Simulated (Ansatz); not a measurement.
Reaction (formal exchange of groups at a C–B bond): `CB(C=S)CCl` + `[NH2][GaH2]` → `[NH2][GaH][CH2]Cl` + `CBC=S`

Isolated molecules relaxed with PBE0-D4/def2-TZVP in Ansatz; ΔE leaves out vibrations. CCSD(T)/CBS adds triple-zeta CCSD(T) − MP2 to the extrapolated MP2 energy (def2 sets, frozen cores). DFT in def2-TZVPP. For Ga outer-core shells are correlated without core-valence functions, which leaves a few kJ/mol of doubt a bond. Scalar relativity is left out up to krypton. One conformer a species, not always the lowest.

Q: Is it downhill or uphill in electronic energy at CCSD(T)/CBS, and by how much? (Best estimate.)

A: The calculation gave: Uphill: ΔE = +21.3 kJ/mol.

Q: What do these levels give: r2SCAN-D4, PBE0, LC-ωPBE, CCSD(T)/def2-SVP, MP2/def2-TZVPP, SCS-MP2/def2-QZVPP? (An estimate is asked.)

A: Ansatz gave: r2SCAN-D4 23.9, PBE0 21.3, LC-ωPBE 23.6, CCSD(T)/def2-SVP 34.6, MP2/def2-TZVPP 24.0, SCS-MP2/def2-QZVPP 23.6 kJ/mol.

Largest T1 diagnostic among the species: 0.019.

Leaving LDA and LC-ωPBE aside and taking each functional with its dispersion term where it has one, the values, not all of them listed here, spread over 14.7 kJ/mol, from PBE-D4 to B97M-V. LDA lies +6.1 kJ/mol from PBE without D4. The D4 term adds +5.1 kJ/mol with B3LYP and +3.2 kJ/mol with PBE0; it sums over pairs of atoms, weighted by their polarisabilities, and B3LYP, whose exchange is more repulsive, gets the larger term. In def2-TZVPP, CCSD(T) changes the Hartree–Fock value by −7.8 kJ/mol (the triples alone add −1.3 kJ/mol) and MP2 by −9.1 kJ/mol.

B3LYP here is the variant with VWN-RPA as its local correlation; programs differ in this.
